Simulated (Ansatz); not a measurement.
Basis-set extrapolation for CH6AlBOSi (PBE0-D4/def2-TZVP geometry, frozen core, the Gaussian-basis code of Ansatz). Multiplicity 1, RHF reference.

|  | def2-TZVPP | def2-QZVPP |
| --- | --- | --- |
| HF | -671.757287 | -671.779822 |
| MP2 correlation | -0.679259 | -0.728628 |
| CCSD(T) correlation | -0.766680 | not run |

Energies in hartree. Use E(X) = E(∞) + A·exp(−7.88·√X) for Hartree–Fock and E(X) = E(∞) + B·X^(−2.97) for correlation, with X = 3 and 4, and add CCSD(T) minus MP2 of the smaller set to the MP2 limit.

Q: What is the CCSD(T) energy at the basis-set limit?

A: HF limit: -671.779822 + (-0.022535) × 0.13774 = -671.78293. MP2 limit: -0.728628 + (-0.049369) × 0.74074 = -0.76520. Higher-order term: -0.766680 − (-0.679259) = -0.08742. Total: -672.63555 hartree, 293.0 kJ/mol below CCSD(T)/def2-TZVPP.
